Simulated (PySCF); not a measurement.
Vertical excitation energies

Compound: n-GeGeGeGeH10.
Geometry (PBE0-D3(BJ)/def2-SVP, Å), atoms numbered from 1 in this order:
```
atom  x, y, z in Å
Ge1    2.9820    0.2882    0.6877
Ge2    0.8260   -0.7818    0.4050
Ge3   -0.8361    0.7912   -0.3959
Ge4   -2.9792   -0.3021   -0.6864
H5     2.8667    1.4332    1.7110
H6     3.4506    0.8756   -0.6566
H7     4.0395   -0.7154    1.1846
H8     0.3550   -1.3723    1.7504
H9     0.9462   -1.9459   -0.6001
H10   -0.3623    1.3894   -1.7367
H11   -0.9702    1.9498    0.6139
H12   -3.4742   -0.8331    0.6720
H13   -4.0324    0.6701   -1.2513
H14   -2.8312   -1.4905   -1.6544
```

Computed, not measured: TDDFT CAM-B3LYP/def2-SVPD, vertical, gas phase, core orbitals frozen in the response in PySCF 2.14.0, density-fitted response routines. Relativistic effects, spin–orbit coupling among them, are left out although an element past zinc is present.

| state | E (eV) | λ (nm) | ν̃ (cm⁻¹) | f | \|μ\| (D) | main configurations (H = HOMO, L = LUMO) |
| --- | --- | --- | --- | --- | --- | --- |
| S1 | 6.41 | 193.6 | 51660 | 1.022 | 6.49 | H→L (89%) |
| S2 | 6.66 | 186.2 | 53690 | 0.0001 | 0.06 | H→L+1/L+2 (≥91%) |
| S3 | 6.74 | 184.0 | 54350 | 0.037 | 1.21 | H→L+1/L+2 (≥87%) |
| S4 | 6.89 | 179.8 | 55600 | 0.0013 | 0.22 | H→L+4 (90%) |
| S5 | 7.03 | 176.4 | 56680 | 0.0000 | 0.03 | H→L+3 (77%), H→L+7 (11%) |
| S6 | 7.25 | 171.0 | 58490 | 0.130 | 2.17 | H-1→L (90%) |
| S7 | 7.26 | 170.7 | 58580 | 0.0016 | 0.24 | H→L+6 (81%) |
| S8 | 7.33 | 169.2 | 59110 | 0.230 | 2.88 | H→L+5 (52%), H-1→L+1/L+2 (≥25%) |
| S9 | 7.47 | 166.0 | 60230 | 0.0001 | 0.05 | H-1→L+1/L+2 (≥55%), H-2→L (23%) |
| S10 | 7.57 | 163.9 | 61020 | 0.0001 | 0.05 | H-2→L (49%), H-1→L+1/L+2 (≥30%), H→L+7 (11%) |
| S11 | 7.63 | 162.4 | 61570 | 0.0012 | 0.20 | H-2→L+1/L+2 (≥34%), H→L+7 (32%) |
| S12 | 7.68 | 161.4 | 61950 | 0.032 | 1.05 | H→L+8 (63%) |
| S13 | 7.70 | 161.1 | 62090 | 0.155 | 2.30 | H-1→L+1/L+2 (≥41%), H-2→L+1/L+2 (≥16%), H→L+5 (14%) |
| S14 | 7.92 | 156.5 | 63880 | 0.061 | 1.42 | H-3→L (54%), H-1→L+4 (25%) |

Triplets (Tamm–Dancoff): T1 5.50 eV, H→L (83%); T2 6.15 eV, H→L+1/L+2 (≥68%), H→L+3 (10%); T3 6.18 eV, H→L+1/L+2 (≥66%).

The lowest singlet comes at 194 nm (618 kJ/mol) in the vacuum ultraviolet; it is strong; its leading configuration is HOMO→LUMO (89%). The lowest level is also the most intense of those listed (f = 1.022). Löwdin shares by element: HOMO germanium 80% (atoms not listed hold the other 20%); LUMO germanium 64% (atoms not listed hold the other 36%). Of the 14 states listed, 7 reach f = 0.01 and 4 stay under 0.0005. Orbital energies (eV): HOMO-3 -10.53, HOMO-2 -9.96, HOMO-1 -9.68, HOMO -8.64, LUMO 0.27, LUMO+1 0.72, LUMO+2 0.72. The oscillator strengths of these states sum to 1.671; summed over the whole spectrum of an exact calculation they would give the number of electrons, 138 (Thomas–Reiche–Kuhn). The vertical ionisation energy (ΔSCF) is 9.23 eV, 1.31 eV above S14. Orbitals of the list HOMO-3 to LUMO+2 that lie within 0.01 eV of each other are written together with a slash and their weights summed (≥ marks a lower bound); for degenerate orbitals outside that list single weights are arbitrary. The window holds the lowest 15 singlets. The highest level found (7.97 eV, f 0.131 so far) is left out, since the window may have cut off a degenerate partner.

One conformer stands for the species.
